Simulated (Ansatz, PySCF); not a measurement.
Constitutional and geometric isomers with formula CH5BSi. Isolated molecules, 0 K electronic values unless said otherwise. One relaxed conformer stands for each flexible species; it need not be the lowest. Strings in code marks are SMILES.

Quantity: electronic energy of isomers of CH5BSi relative to `[H]/B=C\[SiH3]`, in kJ/mol. The restricted reference of `[H]/B=[SiH]/C`, `B[SiH]=C` and `CB=[SiH2]` is unstable towards unrestricted orbitals.

Level 1: frozen-core MP2/cc-pVQZ // r2SCAN-D4/def2-TZVP (Ansatz, a first-principles code)
Level 2: PBE/6-31G* // r2SCAN-D4/def2-TZVP (PySCF)
Level 3: frozen-core MP2/6-31G* // r2SCAN-D4/def2-TZVP (PySCF)
Level 4: HF/cc-pVQZ // r2SCAN-D4/def2-TZVP (Ansatz)

| species | level 1 | level 2 | level 3 | level 4 |
|---|---|---|---|---|
| `B[SiH]=C` | 75.8 | 43.7 | 55.2 | 85.7 |
| `[H]/B=[SiH]/C` | 134.5 | 100.8 | 122.4 | 133.8 |
| `C=B[SiH3]` | 45.2 | 26.22 | 42.2 | 29.57 |
| `CB=[SiH2]` | 104.9 | 50.3 | 87.3 | 115.0 |
| `B1C[SiH2]1` | 40.69 | 13.46 | 35.91 | 73.4 |
